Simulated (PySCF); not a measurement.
## Polarisability and C₆ of Bi (bismuth, neutral)

[Xe] 4f14 5d10 6s2 6p3, high-spin 4S determinant. Calculation: PySCF 2.14, in aug-cc-pwCVTZ-PP with ECP60MDF (8s7p6d4f1g, 96 functions); a scalar-relativistic core potential. Coupled (time-dependent) response in atomic units; α is the mean over directions.

```
method  mean α (bohr³)  C₆ (like pair)  S(−4)
PBEsol           54.58           662.2  913.1
```

S(−4) is the Cauchy moment in α(ω) = α(0) + S(−4) ω² + …

Reference α: 48 ± 4 bohr³ (recommended; Schwerdtfeger and Nagle, table of static dipole polarizabilities (2023 update)). Published C₆: 513.0 (Gould and Bucko (2016)).

α(iu) at PBEsol:

```csv
u (hartree),α(iu) (bohr³)
0,54.58
0.0500,52.42
0.100,47.16
0.200,35.03
0.300,25.80
0.500,15.43
0.750,9.603
1.00,6.758
1.50,4.081
2.00,2.818
3.00,1.610
5.00,0.7283
```

A single London oscillator, α(iu) = α/(1 + u²/ω²), gives C₆ = (3/4) ω α². Matching the computed C₆ needs ω = 4 × 662.2 / (3 × 54.58²) = 0.296 hartree.

Energies and moments cover only the electrons outside the core potential. Spin-orbit coupling, which splits the p, d and f shells strongly at this Z, is absent. Spin-orbit coupling is strong in this species (close to jj coupling), so the high-spin LS determinant is a model state, not a physical level.
